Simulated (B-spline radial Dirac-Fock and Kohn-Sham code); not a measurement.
**X-ray form factors of cobalt in several charge states**

Method: Dirac-Fock orbitals of the configuration average with a finite nucleus. Computed with a radial finite-basis atomic code.

Configurations: Co [Ar] 3d7 4s2; Co²⁺ [Ar] 3d7; Co⁴⁺ [Ar] 3d5; Co⁸⁺ [Ar] 3d1; Co⁹⁺ [Ne] 3s2 3p6. The first column is f₀ of Co, the others are differences from it.

| s (Å⁻¹) | Co | Δ Co²⁺ | Δ Co⁴⁺ | Δ Co⁸⁺ | Δ Co⁹⁺ |
| --- | --- | --- | --- | --- | --- |
| 0 | 27.000 | -2.000 | -4.000 | -8.000 | -9.000 |
| 0.05 | 26.330 | -1.615 | -3.530 | -7.441 | -8.426 |
| 0.1 | 24.743 | -0.840 | -2.523 | -6.178 | -7.120 |
| 0.15 | 22.897 | -0.227 | -1.587 | -4.854 | -5.727 |
| 0.2 | 21.089 | +0.071 | -0.940 | -3.732 | -4.519 |
| 0.25 | 19.358 | +0.153 | -0.536 | -2.819 | -3.507 |
| 0.3 | 17.704 | +0.136 | -0.287 | -2.072 | -2.654 |
| 0.35 | 16.140 | +0.092 | -0.134 | -1.464 | -1.943 |
| 0.4 | 14.691 | +0.049 | -0.041 | -0.982 | -1.363 |
| 0.45 | 13.375 | +0.018 | +0.013 | -0.613 | -0.906 |
| 0.5 | 12.206 | -0.002 | +0.041 | -0.344 | -0.562 |
| 0.6 | 10.307 | -0.015 | +0.053 | -0.036 | -0.142 |
| 0.7 | 8.929 | -0.013 | +0.041 | +0.072 | +0.031 |
| 0.8 | 7.954 | -0.007 | +0.025 | +0.085 | +0.078 |
| 0.9 | 7.258 | -0.002 | +0.013 | +0.068 | +0.075 |
| 1 | 6.738 | +0.001 | +0.007 | +0.051 | +0.064 |
| 1.1 | 6.319 | +0.001 | +0.005 | +0.044 | +0.060 |
| 1.2 | 5.951 | +0.001 | +0.006 | +0.047 | +0.066 |
| 1.4 | 5.270 | -0.002 | +0.010 | +0.067 | +0.090 |
| 1.6 | 4.613 | -0.004 | +0.013 | +0.082 | +0.108 |
